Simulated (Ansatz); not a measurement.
System: GeH₂, charge 1, doublet. GeH2+ (parent SMILES [GeH2], doublet).
B3LYP-D3(BJ)/def2-TZVP minimum from Ansatz (a first-principles code):
```
Ge
H 1 1.5594
H 1 1.5594 2 120.35
```
Charge +1, spin multiplicity 2.

Hartree-Fock and MP2 correlation energies in hartree (Ansatz). UHF or UKS for unpaired electrons; spin-orbit terms are left out. Correlated methods leave the cores frozen (noble-gas shells, and filled d and f shells in the p block). No relativity. The spin of H2Ge+ (parent SMILES [GeH2], doublet) was assumed, and the state is the lowest solution found for it.

```json
[
 {"basis": "cc-pVTZ", "X": "3", "E(HF)": "-2076.22512", "E(corr, MP2)": "-0.07279"},
 {"basis": "cc-pVQZ", "X": "4", "E(HF)": "-2076.22854", "E(corr, MP2)": "-0.07768"},
 {"basis": "cc-pV5Z", "X": "5", "E(HF)": "-2076.22898", "E(corr, MP2)": "withheld"}
]
```

### Question
Fit E(corr) = E∞ + A/X³ to X = 3 and 4, predict X = 5, and compare with the run.

### Answer
A = (-0.07279 - (-0.07768))/(1/27 - 1/64) = 0.2284; E∞ = -0.07768 - A/64 = -0.08125; at X = 5, E∞ + A/125 = -0.07942. The run gave -0.07969, 0.27 mEh below the prediction. The same form on X = 4 and 5 gives E∞ = -0.08180, 0.55 mEh below the first estimate.
